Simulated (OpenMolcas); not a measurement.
**Sm3+: moving or changing the point charges**

Sm3+ among 6 point charges of -2 e arranged as an octahedron (Oh), 2.33 Å from the ion.

- Program: OpenMolcas
- Method: CASSCF
- Basis: ANO-RCC-VDZP [7s6p4d2f1g]
- Scalar Hamiltonian: DKH2, point nucleus
- Active space: 5 electrons in 7 orbitals (4f)
- State averaging: 2S+1 = 6 odd, 21 roots; 2S+1 = 4 odd, 128 roots kept (CI in the orbitals of an earlier block, 108 in the spin-orbit step); 2S+1 = 2 odd, 130 roots kept (CI in the orbitals of an earlier block, 41 in the spin-orbit step)
- Spin-orbit coupling: RASSI with atomic mean-field integrals over the reference wave functions

Runs around this geometry, states (labels of O, the rotations of Oh). Energies in cm-1 above the lowest state or level, χT in cm3 K/mol; under a threefold ground state the first gap can be a small split of the lowest multiplet, not the spin-orbit step.

```tsv
R (Å)	Ground state	First state of that spin	First gap with spin-orbit (degeneracies)	Width of lowest J	χT at 300 K
2.33	6T1	6E 114.7	184.9 (2, 4)	185	0.304
2.57	6T1	6E 60.8	116.3 (2, 4)	116	0.305
2.75	6T1	6E 40.1	83.5 (2, 4)	84	0.305
```

Taking the width of the lowest J multiplet as R^-n, n = -ln(84 / 185) / ln(2.75 / 2.33) = 4.8 between the shortest and longest distance.

High states are left out of the spin-orbit mixing, which shifts the levels that they would mix with. This is an electrostatic model: the charges have no orbitals. A group larger than the point group allows holds several states that coincide in this model. No measured value stands beside these numbers.
